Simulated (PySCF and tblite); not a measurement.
Values are calculated unless marked as measured or tabulated.
System: 2,3-dimethylbutan-2-amine, C6H15N, numbered as in [CH3:1][CH:2]([CH3:3])[C:4]([CH3:5])([CH3:6])[NH2:7].

Geometries: GFN2-xTB; energies: PBE0/pcSseg-1 + D3(BJ), IEF-PCM benzene; zero-point and thermal terms from GFN2-xTB harmonic modes (soft modes blended into free rotors). Rates follow Eyring's equation with the number of equivalent paths and no tunnelling. (PySCF 2.14 with density fitting, tblite 0.8.)

Task: Estimate the barrier and the room-temperature rate of the rotation about the C2–C4 bond (torsion C1–C2–C4–C5 from 67° to -58°, falling).

Result: The electronic barrier is 6.7 kcal/mol and ΔG‡(298 K) 7.8 kcal/mol, over a C1 saddle with an imaginary mode of 88i cm⁻¹ (GFN2-xTB). With 1 equivalent path, k is 1.2×10⁷ s⁻¹, a mean lifetime of the start of 81 ns against this motion. The end lies 0.4 kcal/mol above the start in free energy.
